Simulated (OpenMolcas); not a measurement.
**Ne+: thermal populations, the spin-orbit constant, worked from levels**

```json
{"Program": "OpenMolcas", "Basis": "ANO-RCC-VQZP [5s4p3d2f1g]", "Scalar Hamiltonian": "DKH2, point nucleus", "Active space": "7 electrons in 4 orbitals (2s 2p)", "State averaging": "2S+1 = 2 odd, 3 roots; 2S+1 = 2 even, 1 root", "Spin-orbit coupling": "state interaction with AMFI integrals over the reference wave functions, term energies averaged over their components"}
```

Methods: CASSCF; SS-CASPT2, IPEA 0.25 Eh, imaginary shift 0.1 Eh (closed shells correlated: 1s). Measured levels: NIST Handbook of Basic Atomic Spectroscopic Data.

**Thermal populations.** Z = Σ (2J + 1) exp(-E/kT) with k = 0.695035 cm-1/K, over the levels below. No other level of either list lies under 90000 cm-1, which is above 7 kT at each temperature.

| Level | 2J + 1 | SS-CASPT2 | measured |
| --- | --- | --- | --- |
| 2s² 2p⁵ ²P°_3/2 | 4 | 0.0 | 0.0 |
| 2s² 2p⁵ ²P°_1/2 | 2 | 779 | 780 |

```
T (K)  Z, SS-CASPT2  Z, measured levels  Ground level (%), SS-CASPT2  Ground level (%), measured levels
 5000         5.598               5.598                         71.4                               71.5
 8000         5.739               5.738                         69.7                               69.7
12000         5.822               5.821                         68.7                               68.7
```

At 12000 K, kT = 8340 cm-1, and the computed levels give Z = 4.000 + 1.822 = 5.822.

**The spin-orbit constant.** For the Hund term ²P° of p5, E(J) = (A/2) J(J+1) + constant and ζ = -2S·A = -A. From J = 1/2 to J = 3/2 the energy changes by 1.5 A.

| Source | E(3/2) - E(1/2) | A | ζ |
| --- | --- | --- | --- |
| CASSCF | -779.0 | -519.3 | 519 |
| SS-CASPT2 | -779.0 | -519.3 | 519 |
| measured | -780.3 | -520.2 | 520 |

All in cm-1. SS-CASPT2 is off by -0.2 % and CASSCF by -0.2 %. Both methods take the spin-orbit matrix elements from the reference wave functions, so the second can move ζ only through the term energies and any multistate remixing.

Without dynamic correlation excited terms often stand tens of per cent too high (terms of higher spin than the ground term too low), and those without a measured partner can miss by more than the paired ones (holds for CASSCF). Measured partners are found by configuration, term and J. A level has none where our copy of the source lacks it or the pairing is in doubt (some pairs that miss far off the trend of their configuration count as doubtful), and it then counts in no deviation. Only configurations of the active space appear.

° marks odd parity.
